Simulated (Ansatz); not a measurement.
Born–Oppenheimer molecular dynamics of Ge$_{2}$H$_{6}$O$_{2}$ (10 atoms, charge 0, multiplicity 1). It starts from a relaxed structure.

All numbers below come from Ansatz, RKS PBE/def2-SVP.

* ensemble: NVE (velocity Verlet)
* time step: 0.5 fs
* steps asked: 500
* starting velocities drawn for: 1000 K
* seed: 185107

First frame:

```xyz
10
Properties=species:S:1:pos:R:3
Ge -0.136 -0.026 0.045
H -0.300 -0.305 1.579
O 1.615 0.122 -0.372
H 2.095 -0.703 -0.166
Ge -1.139 2.007 -0.825
H -2.651 2.028 -0.480
H -0.464 3.248 -0.185
H -0.965 2.061 -2.362
O -0.853 -1.430 -0.843
H -0.923 -2.207 -0.258
```

(1) How far do the bonds stretch over the last three quarters of this one trajectory? (Pairs bonded in most of those frames.)

## Answers

(1) 
| bond | mean (Å) | spread (Å) | shortest | longest |
| --- | --- | --- | --- | --- |
| Ge1–H2 | 1.586 | 0.086 | 1.45 | 1.72 |
| Ge1–O3 | 1.817 | 0.051 | 1.73 | 1.89 |
| Ge1–Ge5 | 2.452 | 0.046 | 2.38 | 2.55 |
| Ge1–O9 | 1.818 | 0.035 | 1.76 | 1.89 |
| O3–H4 | 0.980 | 0.022 | 0.94 | 1.02 |
| Ge5–H6 | 1.557 | 0.046 | 1.48 | 1.64 |
| Ge5–H7 | 1.569 | 0.081 | 1.44 | 1.69 |
| Ge5–H8 | 1.557 | 0.062 | 1.46 | 1.65 |
| O9–H10 | 0.979 | 0.021 | 0.94 | 1.01 |

Mean temperature of the second half: 512 K. The conserved energy stayed within 0.43 meV per atom of its start (net change 0.2 meV per atom), so the integration is sound. Over the second half the temperature averaged 0.51 of the 1000 K drawn at the start: a run that starts near a minimum puts about half its kinetic energy into the potential. A run of 0.25 ps of so small a system gives no equilibrium averages.

Time of the run: 15 min on 4 threads of Arm Neoverse N1, on a shared host, peak memory 0.21 GiB.
